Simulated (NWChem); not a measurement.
Program: NWChem. System: F3In, charge 0, spin multiplicity 1, at a geometry optimised with PBE0/def2-SVP with def2 effective core potentials on In. The structure started from a generated list of species. Level: MP2/def2-SVP with def2 effective core potentials on In, 7 core orbitals frozen.

Job file:

```
start mol
memory heap 200 mb stack 900 mb global 1100 mb
geometry units angstroms nocenter noautoz
  In     0.000000     0.000000     0.000047
  F      0.000000     0.000000     1.935126
  F     -1.675728     0.000000    -0.967691
  F      1.675728     0.000000    -0.967691
  symmetry group C2v
end
basis spherical
  * library def2-svp
end
ecp
  In library def2-ecp
end
scf
  rhf
  nopen 0
  maxiter 100
  thresh 1e-7
  semidirect memsize 60000000 filesize 0
end
mp2
  freeze core 7
end
task mp2 energy
```

Output (cleaned and shortened):

```
             Northwest Computational Chemistry Package (NWChem) 7.3.0
             --------------------------------------------------------

                                NWChem Input Module
                                -------------------

 Scaling coordinates for geometry "geometry" by  1.889725989
 (inverse scale =  0.529177249)

 Turning off AUTOSYM since
 SYMMETRY directive was detected!

                             Geometry "geometry" -> ""
                             -------------------------

 Output coordinates in angstroms (scale by  1.889725989 to convert to a.u.)

  No.       Tag          Charge          X              Y              Z
 ---- ---------------- ---------- -------------- -------------- --------------
    1 In                  49.0000     0.00000000     0.00000000     0.00004700
    2 F                    9.0000     0.00000000     0.00000000     1.93512600
    3 F                    9.0000    -1.67572800     0.00000000    -0.96769100
    4 F                    9.0000     1.67572800     0.00000000    -0.96769100

 Effective nuclear repulsion energy (a.u.)     400.1591340937

            Nuclear Dipole moment (a.u.)
            ----------------------------
        X                 Y               Z
 ---------------- ---------------- ----------------
     0.0000000000     0.0000000000    -0.0000018897

      Symmetry information
      --------------------

 Group name             C2v
 Group number             16
 Group order               4
 No. of unique centers     3

      Symmetry unique atoms

     1    2    3


 Summary of "ao basis" -> "" (spherical)
 ------------------------------------------------------------------------------
       Tag                 Description            Shells   Functions and Types
 ---------------- ------------------------------  ------  ---------------------
 *                          def2-svp                  on all atoms

 Summary of "ao basis" -> "ao basis" (spherical)
 ------------------------------------------------------------------------------
       Tag                 Description            Shells   Functions and Types
 ---------------- ------------------------------  ------  ---------------------
 In                         def2-svp                10       26   4s4p2d
 F                          def2-svp                 6       14   3s2p1d

                                 NWChem SCF Module
                                 -----------------

  ao basis        = "ao basis"
  functions       =    68
  atoms           =     4
  closed shells   =    24
  open shells     =     0
  charge          =   0.00
  wavefunction    = RHF
  use symmetry    = T
  symmetry adapt  = T

 Summary of "ao basis" -> "ao basis" (spherical)
 ------------------------------------------------------------------------------
       Tag                 Description            Shells   Functions and Types
 ---------------- ------------------------------  ------  ---------------------
 In                         def2-svp                10       26   4s4p2d
 F                          def2-svp                 6       14   3s2p1d

      Symmetry analysis of basis
      --------------------------

        a1         29
        a2          7
        b1         19
        b2         13

 Forming initial guess at       0.1s

      Superposition of Atomic Density Guess
      -------------------------------------

 Sum of atomic energies:        -515.92783600

      Non-variational initial energy
      ------------------------------
[...]
    61     -0.276692  4 F  px                20     -0.235873  1 In d  1
    33     -0.228789  2 F  px                11      0.157637  1 In px

 Vector   25  Occ=0.000000D+00  E= 2.136981D-03  Symmetry=a1
              MO Center=  1.3D-14,  5.0D-16,  2.8D-04, r^2= 3.7D+00
   Bfn.  Coefficient  Atom+Function         Bfn.  Coefficient  Atom+Function
  ----- ------------  ---------------      ----- ------------  ---------------
     4      1.003330  1 In s                  1     -0.325470  1 In s
     3      0.233282  1 In s                 29     -0.217405  2 F  s
    43     -0.217343  3 F  s                 57     -0.217343  4 F  s
    32     -0.175805  2 F  pz                35      0.171699  2 F  pz
    44      0.152208  3 F  px                58     -0.152208  4 F  px

 Vector   26  Occ=0.000000D+00  E= 3.604138D-02  Symmetry=b2
              MO Center=  8.8D-16, -8.1D-16,  7.2D-05, r^2= 5.6D+00
   Bfn.  Coefficient  Atom+Function         Bfn.  Coefficient  Atom+Function
  ----- ------------  ---------------      ----- ------------  ---------------
    15      0.804834  1 In py                12      0.331347  1 In py

 Vector   27  Occ=0.000000D+00  E= 1.334575D-01  Symmetry=b1
              MO Center=  3.2D-15,  5.5D-17,  2.3D-01, r^2= 7.8D+00
   Bfn.  Coefficient  Atom+Function         Bfn.  Coefficient  Atom+Function
  ----- ------------  ---------------      ----- ------------  ---------------
    14      1.177049  1 In px                43      0.315008  3 F  s
    57     -0.315008  4 F  s

 center of mass
 --------------
 x =   0.00000000 y =   0.00000000 z =   0.00000590

 moments of inertia (a.u.)
 ------------------
         381.120893596431           0.000000000000           0.000000000000
           0.000000000000         762.144380651749           0.000000000000
           0.000000000000           0.000000000000         381.023487055318

  Mulliken analysis of the total density
  --------------------------------------

    Atom       Charge   Shell Charges
 -----------   ------   -------------------------------------------------------
    1 In  21    19.28   2.59 -0.60  0.47  0.00  3.24  2.77  0.53  0.07  9.79  0.43
    2 F    9     9.57   1.99  1.11  0.86  3.30  2.31  0.00
    3 F    9     9.57   1.99  1.11  0.86  3.30  2.31  0.00
    4 F    9     9.57   1.99  1.11  0.86  3.30  2.31  0.00

       Multipole analysis of the density wrt the origin
       ------------------------------------------------

     L   x y z        total         open         nuclear
     -   - - -        -----         ----         -------
     0   0 0 0      0.000000      0.000000     48.000000

     1   1 0 0      0.000000      0.000000      0.000000
     1   0 1 0      0.000000      0.000000      0.000000
     1   0 0 1      0.000525      0.000000     -0.002489

     2   2 0 0    -34.427307      0.000000    180.500010
     2   1 1 0      0.000000      0.000000      0.000000
     2   1 0 1     -0.000000      0.000000      0.000000
     2   0 2 0    -22.204847      0.000000      0.000000
     2   0 1 1      0.000000      0.000000      0.000000
     2   0 0 2    -34.430002      0.000000    180.546153

                   NWChem MP2 Semi-direct Energy/Gradient Module
                   ---------------------------------------------

  Basis functions       =     68
  Molecular orbitals    =     68
  Frozen core           =      7
  Frozen virtuals       =      0
  Active alpha occupied =     17
  Active beta occupied  =     17
  Active alpha virtual  =     44
  Active beta virtual   =     44
  Use MO symmetry       = T
  Use skeleton AO sym   = T

  AO/Fock/Back tols     =   1.0D-09  1.0D-09  1.0D-09

 GA uses MA = F    GA memory limited = T

 Available:
  local mem=  1.26D+08
 global mem=  1.44D+08
 local disk=  0.00D+00
  mp2_memr nvloc                    44
  nvloc new                    44
   1 passes of  17:        3145728                      28506                   5463147.
   1 passes of  17: M    126148879           G      144169952           F     123003151.

 Semi-direct pass number   1 of   1  for RHF alpha+beta  at        0.8s
  vrange nnbf                  2145
  mp2_eaftype                    20  avail_ma_in_mb                  1099
 EAF : mp2_eaftype filesize          20    2731574.
  mp2_eaf for mointskh                     20
Node 0 wrote     12.8 Mb in      0.0 s     Agg I/O rate:  1368.4 Mb/s
 Done moints_semi at        2.0s
  mp2_eaftype                    20  avail_ma_in_mb                  1079
 EAF : mp2_eaftype filesize          20    2731574.
  mp2_eaf for kh                    20
 Done maket at        2.1s
 Done multipass loop at        2.1s

          -------------------------------------------
          SCF energy                -487.338948070853
          Correlation energy          -0.649439179131
          Singlet pairs               -0.375334113778
          Triplet pairs               -0.274105065353
          Total MP2 energy          -487.988387249984
          -------------------------------------------

          ---------------------------------------------------
                    Spin Component Scaled (SCS) MP2
          Same spin pairs                     -0.182736710236
          Same spin scaling factor             0.333333333333
          Opposite spin pairs                 -0.466702468895
          Opposite spin scaling fact.          1.200000000000
          SCS-MP2 correlation energy          -0.620955199420
          Total SCS-MP2 energy              -487.959903270273
          ---------------------------------------------------

 -----------------------
 Performance information
 -----------------------

 Timer overhead =  1.53D-07 seconds/call

               Nr. of calls         CPU time (s)                 Wall time (s)                GFlops
             ---------------    -------------------     ------------------------------   -------------------
Name         Min   Avg   Max    Min     Avg     Max     Min     Avg     Max   Mx/calls   Min     Max     Sum
mp2: moin     1     1     1    1.1     1.1     1.1      1.1     1.1     1.1     1.1      0.0     0.0     0.0
mp2: make     1     1     1   7.34E-2 7.34E-2 7.34E-2  7.34E-2 7.34E-2 7.34E-2 7.34E-2   0.0     0.0     0.0
mp2: tota     1     1     1    1.3     1.3     1.3      1.3     1.3     1.3     1.3      0.0     0.0     0.0

 The average no. of pstat calls per process was 3.00D+00
 with a timing overhead of 4.59D-07s

 Task  times  cpu:        2.0s     wall:        2.0s

 Total times  cpu:        2.1s     wall:        2.1s
```
